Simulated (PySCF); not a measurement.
# Vibration and rotation of TeO

M06-2X constants of TeO, ³Σ⁻ (triplet), unpaired electrons π ↑↑ (Te cc-pVDZ-PP with ECP28, O cc-pVDZ; scalar-relativistic core potentials (PySCF 2.14); masses 129.9062 and 15.9949 u):

```
ωe           : 849.0 cm⁻¹
ωexe         : 2.79 cm⁻¹
Be           : 0.34942 cm⁻¹
αe           : 0.00172 cm⁻¹
De to Te + O : 2.93 eV
```

Q: What force constant and bond length do these constants imply?

A: Reduced mass μred = 14.241 u; k = 5.8918×10⁻⁷·μred·ωe² (u, cm⁻¹, mdyn/Å) = 6.05 mdyn/Å; Re = √(16.8576/(μred·Be)) (u, cm⁻¹, Å) = 1.841 Å.

Q: Estimate the centrifugal constant D from the Kratzer relation and find the Dunham coefficient a1.

A: D = 4Be³/ωe² = 2.37e-07 cm⁻¹; a1 = −1 − αeωe/(6Be²) = -2.99.

These are scalar-relativistic numbers at best; spin–orbit coupling would shift them, the dissociation energy most. The state is the lowest determinant that a PBE0 search found; another state may lie lower at other levels.
